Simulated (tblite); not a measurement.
Compound: C₆H₉P₂ (charge +1).
Z-matrix (Å and degrees, GFN2-xTB geometry), rows numbered from 1:
```
P 
C   1  1.8330
C   2  1.3852  1  127.69
C   3  1.3882  2  119.63  1   179.93
C   4  1.3882  3  120.94  2    -0.16
C   5  1.3850  4  120.47  3     0.01
C   6  1.3924  5  118.34  4     0.19
P   7  1.7909  2  115.70  1    -0.03
H   1  1.3914  2   97.84  3    45.74
H   1  1.3914  2   97.52  3   -48.84
H   3  1.0801  2  120.11  1    -0.09
H   4  1.0791  3  119.45  2   179.89
H   5  1.0787  4  119.93  3  -179.97
H   6  1.0807  5  120.73  4  -179.85
H   8  1.3816  7  106.50  2  -179.80
H   8  1.3723  7  116.49  2    64.45
H   8  1.3723  7  116.21  2   -64.29
```

Method: GFN2-xTB as coded in tblite; computed harmonic values from a numerical Hessian at the method's own geometry, unscaled. Errors from tens to a few hundred cm⁻¹ against measured bands are possible. Modes of hydrogen on phosphorus can be 10 to 20 % off. One conformer, not necessarily the lowest.

Harmonic wavenumbers (cm⁻¹): 67.0, 128.2, 164.4, 181.4, 278.9, 321.2, 370.3, 377.5, 418.2, 451.0, 611.3, 625.6, 644.5, 660.9, 713.1, 760.7, 809.7, 812.5, 880.7, 921.9, 938.8, 943.7, 993.1, 1017.1, 1043.8, 1075.3, 1099.7, 1127.4, 1150.4, 1177.7, 1223.0, 1322.7, 1395.1, 1412.2, 1549.3, 1556.0, 2313.6, 2344.6, 2391.6, 2436.1, 2463.8, 3073.0, 3087.5, 3103.4, 3112.6.

A = 2071, B = 1310, C = 814.0 MHz; mass 143.018 u (most abundant isotopes); point group Cs, symmetry number 1.

Question: Zero-point energy?

Answer: Half the sum of the wavenumbers: 26775 cm⁻¹ = 76.55 kcal/mol.

Question: Entropy at 500 K, 1 bar (ideal gas, RRHO, classical rotation)?

Answer: Translation 43.38, rotation 30.91, vibration 41.58: S = 115.9 cal/(mol K).

Question: And Cp and H(500 K) − H(0)?

Answer: Cp = 54.20 cal/(mol K), of which vibrations give 46.26 (their classical limit is 45 R = 89.4); H(500 K) − H(0) = 15.48 kcal/mol without the zero-point energy, 11.51 from vibrations.

Question: What must be added to the electronic energy to get the Gibbs energy at 500 K and 1 bar?

Answer: ZPE + [H(500 K) − H(0)] − T·S = 76.55 + 15.48 − 57.93 = 34.10 kcal/mol.

Question: Which modes carry the vibrational entropy at 500 K?

Answer: 67.0 cm⁻¹: 5.26; 128.2 cm⁻¹: 3.98; 164.4 cm⁻¹: 3.49; 181.4 cm⁻¹: 3.30; 278.9 cm⁻¹: 2.48; 321.2 cm⁻¹: 2.21 cal/(mol K); the other 39 give 20.85 together.

Question: Blend soft modes into free rotors: weight 1/[1 + (100 cm⁻¹/ν̃)⁴] for the oscillator and the rest for a rotor with moment μB/(μ + B), μ = h/(8π²ν), B = 10⁻⁴⁴ kg m². What vibrational entropy results?

Answer: 39.99 cal/(mol K) in place of 41.58, which changes −T·S at 500 K by +0.80 kcal/mol.

Question: How do the functions run with temperature in this model?

Answer: 
```json
{"T (K)": "100", "S (cal/(mol K))": "66.4", "Cp (cal/(mol K))": "15.7", "H − H(0) (kcal/mol)": "1.11", "G − H(0) (kcal/mol)": "-5.53", "ln q(vib)": "0.87"}
{"T (K)": "200", "S (cal/(mol K))": "80.3", "Cp (cal/(mol K))": "25.8", "H − H(0) (kcal/mol)": "3.17", "G − H(0) (kcal/mol)": "-12.88", "ln q(vib)": "2.70"}
{"T (K)": "300", "S (cal/(mol K))": "92.8", "Cp (cal/(mol K))": "36.5", "H − H(0) (kcal/mol)": "6.29", "G − H(0) (kcal/mol)": "-21.54", "ln q(vib)": "4.79"}
{"T (K)": "800", "S (cal/(mol K))": "145.1", "Cp (cal/(mol K))": "70.0", "H − H(0) (kcal/mol)": "34.35", "G − H(0) (kcal/mol)": "-81.76", "ln q(vib)": "16.16"}
{"T (K)": "1000", "S (cal/(mol K))": "161.5", "Cp (cal/(mol K))": "76.5", "H − H(0) (kcal/mol)": "49.03", "G − H(0) (kcal/mol)": "-112.46", "ln q(vib)": "20.43"}
```

q(vib) and H(0) count from the zero-point level.

Hindered rotation and anharmonicity are outside this model. Other conformers, if any are populated, would add a mixing term that is left out.
